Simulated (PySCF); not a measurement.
C9H8SSe, SMILES Cc1ccsc1-c1ccc[se]1. Atoms are numbered in the order given.

```xyz
19

C     -1.7303    -1.5119    -1.1820
C     -1.8881    -0.1454    -0.5798
C     -3.1288     0.5678    -0.5783
C     -3.0577     1.8063     0.0251
S     -1.4657     2.1348     0.6100
C     -0.8614     0.5835     0.0410
C      0.5320     0.2601     0.2643
C      1.4934     1.0493     0.8916
C      2.8010     0.4905     0.9825
C      2.9378    -0.7666     0.4323
Se     1.3267    -1.3793    -0.2875
H     -2.6878    -1.8651    -1.6101
H     -1.4039    -2.2627    -0.4301
H     -0.9758    -1.5223    -1.9981
H     -4.0511     0.1630    -1.0185
H     -3.8541     2.5479     0.1599
H      1.2471     2.0451     1.2900
H      3.6400     1.0212     1.4560
H      3.8406    -1.3880     0.3851
```
Charge 0, spin multiplicity 1.

Coordinates come from a PBE-D3(BJ)/def2-SVP optimisation. The structure was generated by enumeration, and PubChem lists no compound with its InChIKey, so it may never have been made. Other conformers were not sampled.

These are PBE/pcSseg-1 (PySCF) values and carry that method's errors.

GIAO shieldings, no solvent; atoms alike by connectivity are averaged. δ = σ(ref) − σ: ¹³C against TMS (σ = 182.0 ppm); ³³S against H2S (σ = 706.5 ppm); ⁷⁷Se against Me2Se (σ = 1634.8 ppm); ¹H against TMS (σ = 31.49 ppm), references at their B3LYP-D3(BJ)/def2-TZVP geometries, non-relativistic.

```csv
nucleus,atoms,count,δ (ppm)
¹³C,C7,1,156.0
¹³C,C6,1,146.3
¹³C,C10,1,141.5
¹³C,C2,1,139.4
¹³C,C3,1,137.9
¹³C,C9,1,135.0
¹³C,C4,1,129.5
¹³C,C8,1,128.0
¹³C,C1,1,22.3
³³S,S5,1,465.7
⁷⁷Se,Se11,1,573.0
¹H,H17,1,7.91
¹H,H19,1,7.89
¹H,H18,1,7.56
¹H,H16,1,7.24
¹H,H15,1,7.21
¹H,"H12, H13, H14",3,2.87
```
